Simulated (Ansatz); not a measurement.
Reaction (atomization): `[SiH3][NH][AlH][SeH]` → Al• + 6 H• + N• + Se• + Si•

Calculated with Ansatz (gas phase, PBE0-D4/def2-TZVP geometries, no zero-point term in ΔE). CCSD(T)/CBS is the MP2 limit (def2-TZVPP, def2-QZVPP) plus CCSD(T) − MP2 in def2-TZVPP, frozen cores. This one scheme is used for every species, atoms too. Functionals use def2-TZVPP. B3LYP here is the variant with VWN-RPA as its local correlation; programs differ in this. No spin–orbit coupling; open shells (•) take unrestricted orbitals. Spin–orbit coupling would lower the free atoms: a little for Al, Si; clearly for Se. For Se outer-core shells are correlated without core-valence functions, so the limit isn't a true one: a few kJ/mol of doubt a bond, and 10 to 20 or more in all where bonds break to atoms. Scalar relativity is left out up to krypton. One conformer a species, not always the lowest.

CCSD(T)/CBS gives +31.61 eV.

**Question.** Another level gave +30.94 eV. Which?
A. ωB97X-V/def2-TZVPP
B. B3LYP/def2-TZVPP
C. CCSD/def2-TZVPP
D. SCS-MP2/def2-TZVPP

**Answer.** D. SCS-MP2/def2-TZVPP 30.94, B3LYP 31.00, ωB97X-V 31.68, CCSD/def2-TZVPP 30.21 eV.

Largest T1 diagnostic among the species: 0.018.

In def2-TZVPP, CCSD(T) changes the Hartree–Fock value by +7.85 eV (the triples alone add +0.40 eV) and MP2 by +7.94 eV; breaking electron pairs costs correlation energy, which Hartree–Fock lacks. From PBE to PBE0 (25 % exact exchange), in def2-TZVPP and without D4, ΔE moves by −0.24 eV: exact exchange takes away binding that semilocal exchange gives to molecules.

For atomizations the MP2-based limit and the directly extrapolated one differ by several kJ/mol either way, and by 10 to 25 for some Ge, Se and Sn compounds, so smaller differences from it don't rank the levels.
